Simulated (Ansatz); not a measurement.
`[F][GeH]1[O][SiH2]1` + NH₃ → `[NH2][GeH]1[O][SiH2]1` + H–F at 400 K and 1 bar (ligand exchange at a Ge–F bond).

Gas-phase electronic energies from Ansatz, PBE0-D4/def2-TZVP geometries. CBS: MP2 limit from def2 TZ/QZ plus the TZ coupled-cluster correction, frozen cores. This one scheme is used for every species. For Ge outer-core shells are correlated without core-valence functions, which leaves a few kJ/mol of doubt a bond. Scalar relativity is left out up to krypton. Each species was taken in one conformer, which may not be the lowest.

```
                species  CCSD(T)/CBS energy (Eh)  H − E (kJ/mol)  S (J/(mol·K))
  `[F][GeH]1[O][SiH2]1`              -2542.00275           108.4          346.8
                    NH₃                -56.50880           104.2          203.1
`[NH2][GeH]1[O][SiH2]1`              -2498.09896           174.3          367.9
                    H–F               -100.39570            36.5          182.2
```

H − E and S are ideal-gas, rigid-rotor, harmonic terms from PBE0-D4/def2-TZVP, for one conformer and one mirror image of each species. 1 Eh = 2625.50 kJ/mol, R = 8.31446 J/(mol·K).

Q: By hand: ΔE, ΔH, ΔS and ΔG.

A: ΔE = (-2498.09896) + (-100.39570) − (-2542.00275) − (-56.50880) = 0.01689 Eh = 44.3 kJ/mol. Δ(H − E) = 174.3 + 36.5 − 108.4 − 104.2 = -1.8, so ΔH = 42.5 kJ/mol. ΔS = 367.9 + 182.2 − 346.8 − 203.1 = 0.2 J/(mol·K). ΔG = 42.5 − 400 × (0.2)/1000 = 42.4 kJ/mol.

Q: By hand: the equilibrium constant, and the temperature at which ΔG would vanish if ΔH and ΔS stayed fixed.

A: log₁₀ K = −ΔG/(RT ln 10) = -5.5. ΔG = 0 at ΔH/ΔS = 212500 K, far beyond where these terms or the molecules hold.

The number of gas molecules stays the same, so ΔS is small and ΔH decides. A doubt of 5 kJ/mol in ΔE shifts log₁₀ K by 0.7 here. Other conformers and mirror images would add mixing entropy, several J/(mol·K) or more a flexible species. These are equilibria of isolated gas molecules and say nothing of rates. Largest T1 diagnostic: 0.014 (customary marks: 0.02 for closed shells, 0.045 for open ones).
